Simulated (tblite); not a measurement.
Compound: BF2H4P.
SMILES: `[BH3-][PH+](F)F`

All values are computed: GFN2-xTB (tblite) harmonic vibrations without scaling, gas phase. Errors from tens to a few hundred cm⁻¹ against measured bands are possible. Modes of hydrogen on boron and phosphorus can be 10 to 20 % off.

Harmonic wavenumbers (cm⁻¹): 131.8, 165.9, 167.0, 318.6, 527.4, 718.0, 724.6, 753.0, 771.8, 878.7, 938.9, 1069.1, 1182.2, 1202.2, 2243.4, 2460.6, 2503.6, 2506.5.

A = 7586, B = 5594, C = 3782 MHz; mass 84.011 u (most abundant isotopes); point group Cs, symmetry number 1.

Zero-point energy?

½Σν̃ = 9632 cm⁻¹ = 115.22 kJ/mol.

What is S at 500 K and 1 bar for an ideal gas of classical rigid rotors and harmonic oscillators?

Translation 174.86, rotation 111.50, vibration 83.15: S = 369.5 J/(mol K).

And Cp and H(500 K) − H(0)?

Cp = 117.47 J/(mol K), of which vibrations give 84.21 (their classical limit is 18 R = 149.7); H(500 K) − H(0) = 39.01 kJ/mol without the zero-point energy, 22.38 from vibrations.

Blend soft modes into free rotors: weight 1/[1 + (100 cm⁻¹/ν̃)⁴] for the oscillator and the rest for a rotor with moment μB/(μ + B), μ = h/(8π²ν), B = 10⁻⁴⁴ kg m². What vibrational entropy results?

81.71 J/(mol K) in place of 83.15, which changes −T·S at 500 K by +0.72 kJ/mol.

What must be added to the electronic energy to get the Gibbs energy at 500 K and 1 bar?

ZPE + [H(500 K) − H(0)] − T·S = 115.22 + 39.01 − 184.76 = -30.53 kJ/mol.

Which modes carry the vibrational entropy at 500 K?

131.8 cm⁻¹: 16.43; 165.9 cm⁻¹: 14.54; 167.0 cm⁻¹: 14.49; 318.6 cm⁻¹: 9.32; 527.4 cm⁻¹: 5.60; 718.0 cm⁻¹: 3.62 J/(mol K); the other 12 give 19.16 together.

How do the functions run with temperature in this model?

| T (K) | S (J/(mol K)) | Cp (J/(mol K)) | H − H(0) (kJ/mol) | G − H(0) (kJ/mol) | ln q(vib) |
| --- | --- | --- | --- | --- | --- |
| 150 | 266.0 | 61.1 | 6.88 | -33.01 | 0.84 |
| 250 | 301.4 | 79.7 | 13.91 | -61.45 | 1.90 |
| 298.15 | 316.3 | 88.7 | 17.96 | -76.33 | 2.42 |
| 400 | 344.7 | 105.0 | 27.86 | -110.02 | 3.53 |
| 600 | 391.8 | 127.3 | 51.26 | -183.83 | 5.68 |
| 900 | 447.6 | 147.4 | 92.75 | -310.11 | 8.65 |

q(vib) and H(0) count from the zero-point level.

Hindered rotation and anharmonicity are outside this model.

Hardware: one thread of an Intel Xeon Platinum 8259CL at 2.50 GHz (shared host). Cost: 0.15 s wall. This covers the Hessian and the dipole derivatives.
